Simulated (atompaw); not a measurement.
**How hard is this rubidium (Rb) PAW (atompaw) potential?**

atompaw 4.2.0.5 input, output lines left out:

```
Rb 37
GGA-PBE scalarrelativistic loggrid 1500 logderivrange -2 5 176
5 5 4 0 0 0
5 0 0
5 1 1
4 2 0
0 0 0
c
c
c
c
v
c
c
c
v
c
v
2
3.00 2.75 2.60 2.40
y
1.05
n
y
0.45
n
y
2.35
n
custom polynom2 7 10 vanderbiltortho gaussian
bessel
3.00
3.00
3.00
3.00
3.00
3.00
```

The pseudo-atom Hamiltonian at the reference potential is diagonalised in spherical Bessel functions j_l(qr) that vanish at 20 bohr, with q² up to the cutoff. All-electron valence levels (Ry): 5s -0.2140, 5p -0.0989, 4d -0.0453.

Q: How do the lowest levels (Ry) of each channel move with the cutoff, and are there ghosts?

A:

| cutoff (Ry) | s #1 | s #2 | s #3 | p #1 | p #2 | p #3 | d #1 | f #1 | f #2 | Σ f·Δε (mRy) |
| --- | --- | --- | --- | --- | --- | --- | --- | --- | --- | --- |
| 8 | -0.5414 | -0.2137 | -0.0244 | -1.1934 | -0.0983 | 0.0262 | -0.0429 | 0.0524 | 0.1639 | 0.4 |
| 10 | -0.5427 | -0.2137 | -0.0244 | -1.1942 | -0.0985 | 0.0260 | -0.0440 | 0.0524 | 0.1639 | 0.1 |
| 400 | -0.5548 | -0.2140 | -0.0245 | -1.1949 | -0.0987 | 0.0259 | -0.0448 | 0.0524 | 0.1639 | 0.0 |

Result: ghost states, extra bound levels that the all-electron valence spectrum of the same l lacks: p at -16.3 eV, s at -7.5 eV (a true bound ghost makes a file unfit for plane-wave use); 10 mRy is reached at 6 Ry and 1 mRy at 6 Ry.
